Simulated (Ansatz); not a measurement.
Program: Ansatz. Geometries: PBE0-D4/def2-TZVP. ΔE: electronic, gas phase. CCSD(T)/CBS adds triple-zeta CCSD(T) − MP2 to the extrapolated MP2 energy (def2 sets, frozen cores). Functionals use def2-TZVPP. For Br outer-core shells are correlated without core-valence functions, which leaves a few kJ/mol of doubt a bond. Scalar relativity is left out up to krypton. Each species was taken in one conformer, which may not be the lowest.

`F[SiH2]C(Cl)Br` + `C=C(S)S` → `C=C(S)S[SiH2]F` + `ClCBr`  (ligand exchange at the Si–C bond)

`F[SiH2]C(Cl)Br`:

```xyz
8

F     0.248   -2.002   -0.749
Si   -0.311   -0.507   -0.754
C     0.257    0.362    0.816
Cl    2.013    0.416    0.937
Br   -0.536    2.138    0.674
H     0.248    0.217   -1.913
H    -1.789   -0.566   -0.752
H    -0.129   -0.057    1.742
```

`C=C(S)S`:

Z-matrix (Å, degrees):
```
C
C 1 1.331
H 1 1.083 2 121.6
H 1 1.082 2 120.4 3 179.4
S 2 1.756 1 126.0 3 3.5
S 2 1.759 1 120.6 3 -171.2
H 5 1.344 2 96.7 1 16.7
H 6 1.344 2 96.7 1 -142.9
```

`C=C(S)S[SiH2]F`:

Z-matrix (Å, degrees):
```
Si
S 1 2.118
F 1 1.598 2 111.2
H 1 1.477 2 110.2 3 118.6
H 1 1.480 2 106.4 3 -117.3
C 2 1.783 1 96.7 3 -73.6
S 6 1.759 2 117.5 1 -93.2
C 6 1.330 2 121.4 1 84.9
H 7 1.341 6 96.4 2 -24.2
H 8 1.084 6 120.9 2 177.1
H 8 1.082 6 120.7 2 -3.5
```

`ClCBr`:

```xyz
5

Cl   -1.392   -0.191   -0.963
C    -0.020   -0.104    0.128
Br    1.326    1.158   -0.439
H     0.454   -1.079    0.171
H    -0.368    0.217    1.103
```

Q: Is it downhill or uphill in electronic energy at CCSD(T)/CBS, and by how much? (Estimate.)

A: Computed: Downhill: ΔE = -15.4 kcal/mol.

Q: What do these levels give: PBE0-D4, B2PLYP, PBE, SCS-MP2/def2-TZVPP, CCSD(T)/def2-TZVPP, CCSD/CBS(def2)? (Best estimate.)

A: Ansatz gave: PBE0-D4 -16.4, B2PLYP -15.5, PBE -15.4, SCS-MP2/def2-TZVPP -15.5, CCSD(T)/def2-TZVPP -15.1, CCSD/CBS(def2) -15.4 kcal/mol.

Largest T1 diagnostic among the species: 0.013.

In def2-TZVPP, CCSD(T) changes the Hartree–Fock value by +1.6 kcal/mol (the triples alone add +0.0 kcal/mol) and MP2 by +1.0 kcal/mol.
